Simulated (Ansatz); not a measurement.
`B[O][AlH][NH2]` + BH₃ → `B[O][AlH][BH2]` + NH₃ at 700 K and 1 bar (formal exchange of groups at the Al–N bond).

Computed with Ansatz on PBE0-D4/def2-TZVP structures; ΔE is electronic, products minus reactants. CBS: MP2 limit from def2 TZ/QZ plus the TZ coupled-cluster correction, frozen cores. This one scheme is used for every species. Each species was taken in one conformer, which may not be the lowest.

```json
{"species": "`B[O][AlH][NH2]`", "CCSD(T)/CBS energy (Eh)": "-399.81950", "H − E (kJ/mol)": "223.8", "S (J/(mol·K))": "443.6"}
{"species": "BH₃", "CCSD(T)/CBS energy (Eh)": "-26.55200", "H − E (kJ/mol)": "96.5", "S (J/(mol·K))": "225.0"}
{"species": "`B[O][AlH][BH2]`", "CCSD(T)/CBS energy (Eh)": "-369.81639", "H − E (kJ/mol)": "208.9", "S (J/(mol·K))": "451.0"}
{"species": "NH₃", "CCSD(T)/CBS energy (Eh)": "-56.50880", "H − E (kJ/mol)": "116.9", "S (J/(mol·K))": "226.5"}
```

H − E and S are ideal-gas, rigid-rotor, harmonic terms from PBE0-D4/def2-TZVP, for one conformer and one mirror image of each species. 1 Eh = 2625.50 kJ/mol, R = 8.31446 J/(mol·K).

**Question.** By hand: ΔE, ΔH, ΔS and ΔG.

**Answer.** ΔE = (-369.81639) + (-56.50880) − (-399.81950) − (-26.55200) = 0.04631 Eh = 121.6 kJ/mol. Δ(H − E) = 208.9 + 116.9 − 223.8 − 96.5 = 5.5, so ΔH = 127.1 kJ/mol. ΔS = 451.0 + 226.5 − 443.6 − 225.0 = 8.9 J/(mol·K). ΔG = 127.1 − 700 × (8.9)/1000 = 120.9 kJ/mol.

**Question.** By hand: the equilibrium constant, and the temperature at which ΔG would vanish if ΔH and ΔS stayed fixed.

**Answer.** log₁₀ K = −ΔG/(RT ln 10) = -9.0. ΔG = 0 at ΔH/ΔS = 14281 K, far beyond where these terms or the molecules hold.

The number of gas molecules stays the same, so ΔS is small and ΔH decides. A doubt of 5 kJ/mol in ΔE shifts log₁₀ K by 0.4 here. Other conformers and mirror images would add mixing entropy, several J/(mol·K) or more a flexible species. These are equilibria of isolated gas molecules and say nothing of rates. Largest T1 diagnostic: 0.014 (customary marks: 0.02 for closed shells, 0.045 for open ones).
